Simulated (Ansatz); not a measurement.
Basis-set series for CH₅Ga, SMILES `[CH3][GaH2]`. Charge 0, multiplicity 1. The structure was optimised at the PBE0-D4/def2-TZVP level.

| functional | basis | functions | energy (Eh) | HOMO (eV) | LUMO (eV) |
| --- | --- | --- | --- | --- | --- |
| PBE0-D4 | def2-SVP | 71 | -1965.36247 | -8.01 | -1.35 |
| PBE0-D4 | def2-QZVPP | 296 | -1965.70248 | -8.04 | -1.42 |
| ωB97M-V | def2-SVP | 71 | -1965.52237 | -10.21 | 0.36 |
| ωB97M-V | def2-QZVPP | 296 | -1965.86461 | -10.25 | 0.11 |

(1) Give the rows for def2-TZVPP. (Best estimate.)

## Answers

(1) Ansatz gave: 
| functional | basis | functions | energy (Eh) | HOMO (eV) | LUMO (eV) |
| --- | --- | --- | --- | --- | --- |
| PBE0-D4 | def2-TZVPP | 149 | -1965.65606 | -8.03 | -1.38 |
| ωB97M-V | def2-TZVPP | 149 | -1965.81937 | -10.25 | 0.29 |

Positive LUMOs are unbound and depend on the basis. Scalar relativity is left out up to krypton.
